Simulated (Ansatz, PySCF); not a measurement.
ClFH2O2Si, SMILES O[Si](O)(F)Cl.

Coordinates come from a r2SCAN-D4/def2-SVP optimisation. Other conformers were not sampled.

Vertical ionisation energy (IE) and electron affinity (EA) in eV. Rows of orbital energies are one-electron estimates. Where ΔSCF, EOM or ADC give a negative EA the extra electron is unbound and the value depends on the basis.

```tsv
level	IE	EA
−ε(HOMO), −ε(LUMO), PBE0/def2-TZVP (PySCF)	9.50	-0.14
ΔSCF, PBE0/def2-SVPD (Ansatz), final states of multiplicity 2 and 2	12.02	-0.79
```

Q: What vertical singlet–triplet gap does ΔSCF give with PBE0/def2-SVPD (Ansatz, a quantum-chemistry and plane-wave program)? (Estimate from the structure and the level; the computed values follow.)

A: 7.85 eV (triplet above singlet where positive).
